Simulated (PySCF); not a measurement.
A side-by-side comparison of computed properties.

First species: C5H5F5O.
InChI=1S/C5H5F5O/c1-3(11-2)4(6,7)5(8,9)10/h1H2,2H3

Second species: C₄H₈F₃NSi₂.
Geometry (GFN2-xTB, Å), atoms numbered from 1 in this order:
```
atom  x, y, z in Å
C1     3.0377   -0.4857    1.8848
C2     2.7631   -0.1840    0.7530
Si3    2.2699    0.2661   -0.9729
C4     0.7003   -0.7767   -1.3191
N5    -0.3057   -0.5376   -0.2981
Si6   -1.9789   -0.4967   -0.5829
C7    -2.6812   -0.0184    1.1569
F8    -2.5200    1.2869    1.4560
F9    -2.1068   -0.6991    2.1751
F10   -4.0042   -0.2586    1.2540
H11    3.2875   -0.7462    2.8736
H12    1.9445    1.6920   -1.0286
H13    3.3262   -0.1210   -1.9134
H14    0.9441   -1.8442   -1.3682
H15    0.2611   -0.5153   -2.2812
H16    0.0626   -0.6749    0.6333
H17   -2.6702   -1.7394   -0.9470
H18   -2.3390    0.5943   -1.4871
```

Levels: PBE0/pcSseg-1 for dipole moment, HOMO energy, LUMO energy and HOMO–LUMO gap; GFN2-xTB for rotational constant A and rotational constant C. Geometries: GFN2-xTB. Each species is one conformer at its optimised geometry, gas phase, non-relativistic unless stated; the electronic structure was computed with PySCF and density fitting.

Dipoles, sizes and rotational constants follow the conformer. The torsions of the flexible species, by atom-mapped SMILES:
- `[CH2:1]=[C:2]([O:3][CH3:4])[C:5]([F:6])([F:7])[C:8]([F:9])([F:10])[F:11]`: C1–C2–O3–C4 -1°, C1–C2–C5–F6 111°, C2–C5–C8–F9 -72°
- `[CH:1]#[C:2][SiH2:3][CH2:4][NH:5][SiH2:6][C:7]([F:8])([F:9])[F:10]`: C2–Si3–C4–N5 55°, Si3–C4–N5–Si6 144°, C4–N5–Si6–C7 -176°, N5–Si6–C7–F8 76°

Problem. Which has the higher HOMO–LUMO gap?

Solution. The first: 7.32 eV against 6.64 eV, a difference of 0.68 eV.

Problem. Which of the two has the higher LUMO energy, and by how much?

Solution. The first: -0.24 eV against -0.43 eV, a difference of 0.19 eV.

Problem. Which of the two has the higher rotational constant A, and by how much?

Solution. The second: 1.639 GHz against 1.583 GHz, a difference of 0.056 GHz.

Problem. Which of the two has the higher rotational constant C, and by how much?

Solution. The first: 0.799 GHz against 0.384 GHz, a difference of 0.415 GHz.

Problem. Which has the higher HOMO energy?

Solution. The second: -7.07 eV against -7.56 eV, a difference of 0.49 eV.

Problem. Which has the higher dipole moment?

Solution. The first: 3.70 D against 3.07 D, a difference of 0.63 D.

On the first: The dipole equals about 12.4 × 10⁻³⁰ C·m (1 D = 3.33564 × 10⁻³⁰ C·m).

On the second: A dipole of 3.07 D is allowed in C1, and pure rotational transitions are dipole-allowed. In atomic units the dipole is 1.21 e·bohr (1 au = 2.5417 D).
